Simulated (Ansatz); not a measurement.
`[CH3][Ge]([CH3])([CH3])[Ge]([CH3])([CH3])[Ge]([CH3])([CH3])[Ge]([CH3])([CH3])[CH3]` with charge -1. Total charge -1; doublet. Geometry PBE-D4/def2-SVP; atoms count from 1.

```xyz
44

C    -2.8110   -2.0955   -3.9523
Ge   -1.2484   -1.0376   -3.2309
C     0.3499   -1.9482   -4.0235
C    -1.3534    0.7057   -4.2129
Ge   -0.8720   -0.5960   -0.7700
C    -2.5906    0.3456   -0.2805
C    -1.1388   -2.4272    0.0414
Ge    0.9340    0.4614    0.7944
C     1.4992    2.1549   -0.1501
C     2.5262   -0.7478    0.5015
Ge    1.2032    1.1385    3.2155
C     0.6607   -0.3655    4.4221
C     2.9466    1.7846    4.0059
C    -0.0934    2.6038    3.6469
H    -3.7686   -1.6178   -3.6556
H    -2.7762   -2.1565   -5.0638
H    -2.8014   -3.1278   -3.5435
H     0.2747   -2.0036   -5.1311
H     1.2726   -1.3922   -3.7581
H     0.4494   -2.9813   -3.6285
H    -2.2761    1.2551   -3.9312
H    -0.4844    1.3441   -3.9522
H    -1.3604    0.5492   -5.3133
H    -3.4776   -0.2526   -0.5786
H    -2.6187    0.5089    0.8179
H    -2.6531    1.3361   -0.7785
H    -2.1071   -2.8696   -0.2720
H    -1.1238   -2.3457    1.1485
H    -0.3236   -3.1148   -0.2649
H     0.7719    2.9726    0.0380
H     2.5008    2.4921    0.1913
H     1.5353    1.9698   -1.2449
H     2.5919   -1.0178   -0.5734
H     2.4203   -1.6847    1.0866
H     3.4708   -0.2501    0.8040
H     0.6162   -0.0360    5.4827
H    -0.3388   -0.7458    4.1266
H     1.3809   -1.2076    4.3482
H     2.8306    2.0332    5.0853
H     3.2984    2.6921    3.4713
H     3.7295    1.0033    3.9076
H    -1.1156    2.3161    3.3261
H    -0.1115    2.8185    4.7372
H     0.1818    3.5362    3.1107
```

Single mean-field runs in def2-TZVP are fitted with def2-universal-jkfit. The highest occupied level of the relaxed charge -1 doublet lies above zero (up to 0.28 eV). By energy differences it is unbound by 0.48 eV (each at its own geometry, against the charge 0 singlet, at PBE0-D4/def2-TZVP) and held by the finite basis.

**Question.** Estimate the Mulliken populations of the heavy atoms from the PBE0/def2-TZVP orbitals of Ansatz.

**Answer.** 
```tsv
atom	charge (e)	spin (α − β)
C1	-0.52	0.02
Ge2	0.27	0.17
C3	-0.51	0.00
C4	-0.51	0.00
Ge5	0.10	0.29
C6	-0.50	-0.01
C7	-0.51	-0.01
Ge8	0.10	0.29
C9	-0.50	-0.01
C10	-0.51	-0.01
Ge11	0.27	0.17
C12	-0.51	0.00
C13	-0.52	0.02
C14	-0.51	0.00
```
Mulliken values depend strongly on the basis.

**Question.** Where does the spin sit?

**Answer.** Summed by element: C 0.00, Ge 0.92, H 0.08, of 1 unpaired in all. Largest on single atoms: Ge8 0.29, Ge5 0.29, Ge2 0.17.

**Question.** And the Mayer bond orders between heavy atoms (over 0.3)?

**Answer.** C1–Ge2 0.83 (2.02 Å); Ge2–C3 0.91 (2.00 Å); Ge2–C4 0.91 (2.00 Å); Ge2–Ge5 0.87 (2.53 Å); Ge5–C6 0.87 (2.02 Å); Ge5–C7 0.87 (2.02 Å); Ge5–Ge8 0.82 (2.61 Å); Ge8–C9 0.87 (2.02 Å); Ge8–C10 0.87 (2.02 Å); Ge8–Ge11 0.87 (2.53 Å); Ge11–C12 0.91 (2.00 Å); Ge11–C13 0.83 (2.02 Å); Ge11–C14 0.91 (2.00 Å).
